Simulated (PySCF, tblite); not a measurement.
Isomers of [C7H15NP]+ (charge +1). All values are computed: GFN2-xTB (tblite) harmonic vibrations without scaling, gas phase. This tight-binding method is rough: wavenumbers can miss measured ones by several per cent, in bad cases by 10 to 20. Modes of hydrogen on phosphorus can be 10 to 20 % off. One conformer each.

Electronic energies: PBE0/pcSseg-1 single points on the GFN2-xTB geometries (PySCF, gas phase).

```
                  SMILES  electronic energy, lowest = 0 (kJ/mol)
C=C[C@@H]1CCC[P@@+]1(C)N                                     0.0
   C[P@H+](CC#N)C(C)(C)C                                    97.5
     CC[P@H+](CC#N)C(C)C                                   103.1
```

Task: How do GFN2-xTB zero-point energies change the relative energies?

Result: 
| SMILES | ZPE (kJ/mol) | of it from modes above 1550 cm⁻¹ | electronic (kJ/mol) | with ZPE, lowest = 0 (kJ/mol) | lowest mode (cm⁻¹) | rings |
| --- | --- | --- | --- | --- | --- | --- |
| C=C[C@@H]1CCC[P@@+]1(C)N | 538.1 | 285.4 | 0.0 | 0.0 | 44 | 1 |
| C[P@H+](CC#N)C(C)(C)C | 528.3 | 280.6 | 97.5 | 87.6 | 21 | 0 |
| CC[P@H+](CC#N)C(C)C | 530.9 | 279.9 | 103.1 | 95.9 | 25 | 0 |

The zero-point energies span 9.8 kJ/mol, from `C[P@H+](CC#N)C(C)(C)C` to `C=C[C@@H]1CCC[P@@+]1(C)N`. The order is unchanged.

Task: And how do the electronic energies of GFN2-xTB itself compare?

Result: `C=C[C@@H]1CCC[P@@+]1(C)N` 0.0; `C[P@H+](CC#N)C(C)(C)C` 118.7; `CC[P@H+](CC#N)C(C)C` 134.7 kJ/mol, lowest = 0. Against the energies above, taken from the same isomer `C=C[C@@H]1CCC[P@@+]1(C)N`, the largest difference is 31.6 kJ/mol.
